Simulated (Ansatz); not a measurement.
CaCl2, charge +1, doublet, at a GFN2-xTB geometry (such geometries of metal compounds can be far from the true shape) (a state made from the parent by changing its charge; the spin is typed, not shown lowest). Base run: HF/6-31G in Ansatz (a first-principles code).

The Ansatz input:
Ansatz 0.2 input:
```yaml
crystal:
  periodic: [false, false, false]
  atoms:
    - {symbol: Ca, position_ang: [0.31108244, -1.20410726, 0.00886416]}
    - {symbol: Cl, position_ang: [0.80493303, 0.95644142, -0.96803242]}
    - {symbol: Cl, position_ang: [-1.17091237, 0.46015535, 0.95760399]}
basis:
  gaussian:
    orbitals: 6-31G
hamiltonian:
  xc: hf
total_charge: 1
magnetization: {spin_polarized: true, initial_magnetization: 1}
```

The bond that is stretched is that between atoms 3 and 1. A test that says stable can miss a lower solution.

Variants of this job, named by their change:

```
change                                                           ΔE vs base (eV)  <S^2>       stability test says
---------------------------------------------------------------  ---------------  -----  ------------------------
base                                                                        0.00  0.769                   minimum
spin_polarized = on; lower_state_search = off                               0.00  0.769  undecided (no full test)
spin_polarized = on; lower_state_search = standard                          0.00  0.769                   minimum
bond × 1.25                                                                -0.39  0.753                   minimum
spin_polarized = on; lower_state_search = off; bond × 1.25                 -0.39  0.753  undecided (no full test)
spin_polarized = on; lower_state_search = standard; bond × 1.25            -0.39  0.753                   minimum
bond × 1.5                                                                 -0.33  0.751                   minimum
spin_polarized = on; lower_state_search = off; bond × 1.5                  -0.33  0.751  undecided (no full test)
spin_polarized = on; lower_state_search = standard; bond × 1.5             -0.33  0.751                   minimum
bond × 1.8                                                                 -0.24  0.751                   minimum
spin_polarized = on; lower_state_search = off; bond × 1.8                  -0.20  0.751  undecided (no full test)
spin_polarized = on; lower_state_search = standard; bond × 1.8             -0.24  0.751                   minimum
bond × 2.2                                                                 -0.19  0.751                   minimum
spin_polarized = on; lower_state_search = off; bond × 2.2                  -0.17  0.751  undecided (no full test)
spin_polarized = on; lower_state_search = standard; bond × 2.2             -0.19  0.751                   minimum
bond × 3.0                                                                 -0.15  0.751                   minimum
spin_polarized = on; lower_state_search = off; bond × 3.0                  -0.15  0.751  undecided (no full test)
spin_polarized = on; lower_state_search = standard; bond × 3.0             -0.15  0.751                   minimum
```

On stretching, the SCF can end on different states; <S^2> shows the spin contamination of each.
